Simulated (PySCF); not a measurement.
Where the electron goes

Compound: C₇H₉N.
Structure used (GFN2-xTB), in Å, numbered top down from 1:
```xyz
17
C7H9N angstrom
N      2.4101   -0.9025   -0.7369
C      1.1155   -1.5271   -0.4761
C      0.0223   -0.5408   -0.2234
C     -1.0264   -0.1780   -0.9645
C     -1.7044    0.9086   -0.2042
C     -0.6613    1.6713    0.5901
C     -0.0304    0.3495    0.9791
C     -1.4775    0.6824    1.2774
H      2.3360   -0.2920   -1.5448
H      2.6775   -0.3242    0.0536
H      1.2381   -2.1797    0.3947
H      0.8654   -2.1473   -1.3404
H     -1.3616   -0.5620   -1.9076
H     -2.5988    1.3911   -0.5690
H     -0.4216    2.7030    0.7415
H      0.7040    0.2846    1.7690
H     -2.0937    0.6749    2.1515
```

The calculation used PySCF 2.14.0, density-fitted response routines, TDDFT wB97X-D/def2-SVPD, vertical, gas phase, core orbitals frozen in the response.

Frontier orbitals with the atoms that hold most of them (Löwdin shares over 4%, at most four atoms; ? is withheld):

```json
{"orbital": "HOMO-3", "ε (eV)": "-10.57", "atoms": "C7 25%, C5 23%, C8 18%, C6 18%"}
{"orbital": "HOMO-2", "ε (eV)": "-9.58", "atoms": "C8 30%, C6 29%, C5 8%, C7 8%"}
{"orbital": "HOMO-1", "ε (eV)": "-8.96", "atoms": "?"}
{"orbital": "HOMO", "ε (eV)": "-7.93", "atoms": "C4 28%, C3 26%, N1 12%, C8 7%"}
{"orbital": "LUMO", "ε (eV)": "2.02", "atoms": "?"}
{"orbital": "LUMO+1", "ε (eV)": "2.48", "atoms": "C6 12%, H16 12%, C7 9%, C2 8%"}
{"orbital": "LUMO+2", "ε (eV)": "2.88", "atoms": "H17 13%, H14 12%, C8 12%, C5 10%"}
```

Question: Give the leading atoms of the LUMO.

Answer: C4 (bonded to 2 C and H) 26%; C3 (bonded to 3 C) 24%; C8 (bonded to 3 C and H) 7%; C5 (bonded to 3 C and H) 6%.

Question: Give the leading atoms of the HOMO-1.

Answer: N1 (bonded to C and 2 H) 51%; C2 (bonded to C, N and 2 H) 13%; C3 (bonded to 3 C) 9%; H9 (bonded to N) 5%. By element: nitrogen 51%, carbon 22% or more, hydrogen 5% or more.

Question: How does S1 compare with the orbital gap of 9.94 eV?

Answer: S1 is at 5.62 eV (f = 0.118), 4.32 eV below the gap, made of HOMO→LUMO (92%). Without the coupling terms of the response equations the lowest excitation would equal the gap.

Next come S2 at 6.35 eV (f 0.039), HOMO-1→LUMO (35%), HOMO→LUMO+1 (34%); S3 at 6.48 eV (f 0.0056), HOMO-2→LUMO (51%), HOMO→LUMO+1 (22%), HOMO-1→LUMO (12%); S4 at 6.65 eV (f 0.012), HOMO-1→LUMO (38%), HOMO-2→LUMO (30%), HOMO→LUMO+1 (16%); S5 at 6.97 eV (f 0.016), HOMO→LUMO+2 (36%), HOMO-1→LUMO+1 (19%), HOMO→LUMO+3 (10%).

Löwdin shares depend on the basis, the more so with diffuse functions.

One conformer stands for the species.
